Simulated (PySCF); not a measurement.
## Multinuclear NMR of CH2=CFCOOEt

Cartesian coordinates in Å; atom numbers follow the order of the lines, from 1:
```xyz
15

C     3.267    0.198    0.195
C     2.015    0.463   -0.167
F     1.717    1.372   -1.087
C     0.844   -0.243    0.437
O     0.947   -1.097    1.279
O    -0.305    0.190   -0.066
C    -1.486   -0.425    0.451
C    -2.671    0.178   -0.254
H     3.438   -0.562    0.957
H     4.107    0.726   -0.259
H    -1.416   -1.513    0.296
H    -1.521   -0.262    1.541
H    -2.718    1.264   -0.086
H    -2.615    0.000   -1.338
H    -3.601   -0.271    0.123
```

[PySCF 2.14.0 with density-fitted response routines: NMR shieldings at PBE0/pcSseg-1/GIAO; PBE0-D3(BJ)/def2-SVP structure; B3LYP/pcJ-1 coupling constants (spin–dipole term only in couplings to heteroatoms); one computed conformer; one averaged value for each set of equivalent atoms; relativity neglected; gas phase]

(1) Where does 19F resonate?

(2) Predict the 17O NMR data.

Answers

(1) 
```
atoms       environment  σ (ppm)  δ (ppm)
   F3  vinylic fluorine    294.7   -116.9
```

Shieldings were converted by a linear fit to measured shifts: 19F: δ = 160.63 − 0.942σ +14.9 on sp3 carbon (rms 6.9 ppm, 221 shifts, 7.7 ppm with the 5 outliers that the fit left out vs CFCl3, solution or neat liquid). A few per cent of atoms miss by over 2 rms, more outside the fitted compound classes. Couplings are scaled by factors fitted to measured values: 2J(H,H) × 0.91 (rms 0.6 Hz), 3J(H,H) × 0.91 (rms 0.4 Hz, 0.5 with 2 outliers), 1J(C,F) × 0.77 (rms 7.3 Hz), 2J(C,F) × 1.09 (rms 1.9 Hz, 5.0 with 1 outliers); all others are unscaled and can be 10–30 % off.

Couplings (the largest are listed; each averaged over equivalent pairs): 1J(C2,F3) = -273.7 Hz, 2J(F3,C4) = 34.0 Hz, 2J(C1,F3) = 15.7 Hz, 3J(F3,H9) = 36.9 Hz, 3J(F3,H10) = 9.3 Hz, 3J(F3,O6) = -2.2 Hz.

On a 400 MHz spectrometer 19F resonates near 376.4 MHz, so 1 ppm is 376.4 Hz.

(2) 
```tsv
atoms	environment	σ (ppm)	δ (ppm)
O5	ester carbonyl oxygen	-78.7	334.3
O6	ester alkoxy oxygen	122.1	155.2
```

Shieldings were converted by a linear fit to measured shifts: 17O: δ = 264.06 − 0.892σ (rms 13.4 ppm, 147 shifts, 14.2 ppm with the 1 outlier that the fit left out vs liquid water, solution or neat liquid). A few per cent of atoms miss by over 2 rms, more outside the fitted compound classes. Couplings are scaled by factors fitted to measured values: 2J(H,H) × 0.91 (rms 0.6 Hz), 3J(H,H) × 0.91 (rms 0.4 Hz, 0.5 with 2 outliers), 1J(C,F) × 0.77 (rms 7.3 Hz), 2J(C,F) × 1.09 (rms 1.9 Hz, 5.0 with 1 outliers); all others are unscaled and can be 10–30 % off.

Couplings (the largest are listed; each averaged over equivalent pairs; quadrupolar broadening usually hides them): 1J(C4,O6) = 32.1 Hz, 1J(C4,O5) = 28.9 Hz, 1J(O6,C7) = 20.9 Hz, 2J(C2,O6) = -19.1 Hz, 2J(O6,C8) = -10.2 Hz, 2J(C2,O5) = -4.1 Hz, 2J(O6,H11) = -1.9 Hz, 3J(O6,H13) = -6.3 Hz, 3J(F3,O6) = -2.2 Hz, 3J(C1,O6) = -2.2 Hz, 3J(O5,C7) = -2.0 Hz, 3J(C1,O5) = -1.3 Hz.

On a 500 MHz spectrometer 17O resonates near 67.8 MHz, so 1 ppm is 67.8 Hz.
